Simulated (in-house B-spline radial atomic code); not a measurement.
**Ionising the calcium ion Ca⁵⁺ with different functionals**

Computed with a B-spline radial code for spherical atoms: scalar-relativistic (spin-free X2C) Hamiltonian, Fermi nucleus of rms radius 3.4776 fm, spin-polarised at highest spin, spherical fractional occupations for the functionals, the average over the highest-spin determinants for Hartree-Fock. The ionisation energy is the difference of two self-consistent energies, [Ne] 3s2 3p3 → [Ne] 3s2 3p2, without Breit or QED terms; ε is the level of the shell that loses the electron (its least bound occupied spin orbital).

Hybrids are left out here: with spherical fractional occupations of an open shell their exact exchange keeps a self-interaction that integer-occupation calculations don't have.

```json
{"method": "Hartree-Fock", "rung": "Hartree-Fock", "ΔSCF (eV)": "107.34", "-ε(3p) (eV)": "107.89"}
{"method": "LDA VWN5", "rung": "LDA", "ΔSCF (eV)": "107.80", "-ε(3p) (eV)": "98.18"}
{"method": "LDA PW92", "rung": "LDA", "ΔSCF (eV)": "107.78", "-ε(3p) (eV)": "98.17"}
{"method": "LDA exchange-only", "rung": "LDA", "ΔSCF (eV)": "106.42", "-ε(3p) (eV)": "96.86"}
{"method": "PBE", "rung": "GGA", "ΔSCF (eV)": "107.91", "-ε(3p) (eV)": "98.32"}
{"method": "PBEsol", "rung": "GGA", "ΔSCF (eV)": "107.79", "-ε(3p) (eV)": "98.19"}
{"method": "BLYP", "rung": "GGA", "ΔSCF (eV)": "107.67", "-ε(3p) (eV)": "98.03"}
{"method": "RPBE", "rung": "GGA", "ΔSCF (eV)": "107.92", "-ε(3p) (eV)": "98.34"}
{"method": "PW91", "rung": "GGA", "ΔSCF (eV)": "108.01", "-ε(3p) (eV)": "98.41"}
{"method": "BP86", "rung": "GGA", "ΔSCF (eV)": "107.92", "-ε(3p) (eV)": "98.32"}
{"method": "AM05", "rung": "GGA", "ΔSCF (eV)": "107.73", "-ε(3p) (eV)": "98.13"}
{"method": "OLYP", "rung": "GGA", "ΔSCF (eV)": "108.22", "-ε(3p) (eV)": "98.60"}
{"method": "TPSS", "rung": "meta-GGA", "ΔSCF (eV)": "?", "-ε(3p) (eV)": "?"}
{"method": "SCAN", "rung": "meta-GGA", "ΔSCF (eV)": "108.74", "-ε(3p) (eV)": "99.34"}
{"method": "r2SCAN", "rung": "meta-GGA", "ΔSCF (eV)": "108.70", "-ε(3p) (eV)": "99.31"}
{"method": "revTPSS", "rung": "meta-GGA", "ΔSCF (eV)": "?", "-ε(3p) (eV)": "?"}
```

What does TPSS give?

ΔSCF 108.19 eV, and -ε(3p) = 98.65 eV.

What does revTPSS give?

ΔSCF 108.10 eV, and -ε(3p) = 98.57 eV.

How do they compare with the NIST value?

NIST lists 108.8 eV ± 0.25 (semi-empirical, ground level to ground level). Errors run from -2.36 to -0.04 eV; SCAN is closest (-0.04 eV), though others lie within the uncertainty of it, and part of that can be cancellation, since the calculations leave out spin-orbit coupling, Breit-QED terms, multiplet and fine-structure energies. Hartree-Fock also lacks correlation.
